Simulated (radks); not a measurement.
The numbers below are computed, except where a source is named.
How relativity changes the ionisation of the tin ion Sn2+ ([Kr] 4d10 5s2) to Sn3+ ([Kr] 4d10 5s1). Spin-unpolarised spherical Kohn-Sham, PBE, point nucleus unless stated (finite: rms radius 4.6519 fm), a radial shooting solver on a logarithmic mesh with Libxc functionals. A level marked "c x" has the speed of light scaled by that factor.

level,E(Sn2+) (hartree),E(Sn3+) (hartree),IE (eV),HOMO,<r> HOMO (bohr)
non-rel.,-6024.08485,-6022.99121,29.760,5s,2.296
scalar-rel.,-6176.43693,-6175.29873,30.972,5s,2.216
"scalar-rel., finite nucleus",-6176.27575,-6175.13758,30.971,5s,2.216
Dirac,-6178.23511,-6177.09694,30.971,5s1/2,2.217
"Dirac, finite nucleus",-6178.07345,-6176.93531,30.970,5s1/2,2.217
"Dirac, c x 0.85",-6243.39087,-6242.23315,31.503,5s1/2,2.184
"Dirac, c x 2",-6060.73057,-6059.62657,30.042,5s1/2,2.277
"Dirac, c x 100",-6024.09928,-6023.00563,29.760,5s1/2,2.296

NIST Atomic Spectra Database: 30.506 eV (measured). The relativistic part of the total energy of Sn2+ is -154 hartree (Dirac, finite nucleus), 2.6 % of the non-relativistic value. Spin polarisation and multiplet splitting of open shells are left out at every level.

Beside tabulated values, note that relativity, absent from the non-relativistic runs, is large for the heavy elements, and spin-unpolarised runs miss the spin-polarisation part of the exchange energy of open shells.
